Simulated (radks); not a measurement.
Spin polarisation of the 4d8 shell in neutral rhodium. Start: [Kr] 4d(up 4, down 4) 5s(up 0.5, down 0.5); electrons of 4d are moved from spin down to spin up, other shells keep equal spins. Calculated with a radial shooting solver on a logarithmic mesh with Libxc functionals: non-relativistic Kohn-Sham, r2SCAN, spin-polarised, spherical densities, point nucleus; meta-GGA in the generalised Kohn-Sham scheme.

\begin{tabular}{lrrrrrr}
moment (Bohr magnetons) & E - E(0) (eV) & e(4d up) (eV) & e(4d down) (eV) & 5s down minus up (eV) & 4p down minus up (eV) & 4s down minus up (eV) \\ \hline
0 & 0.000 & -6.462 & -6.462 & 0.000 & 0.000 & 0.000 \\
0.5 & -0.054 & -6.672 & -6.243 & 0.101 & 0.461 & 0.444 \\
1 & -0.214 & -6.873 & -6.015 & 0.202 & 0.922 & 0.889 \\
1.5 & -0.483 & -7.065 & -5.778 & 0.305 & 1.383 & 1.333 \\
2 & -0.858 & -7.248 & -5.530 & 0.409 & 1.844 & 1.777 \\
\end{tabular}

At moment 2 the spin-polarisation energy is -0.858 eV and the 4d exchange splitting 1.718 eV, that is 0.859 eV per Bohr magneton; E = -I m^2/4 would give I = 0.858 eV.
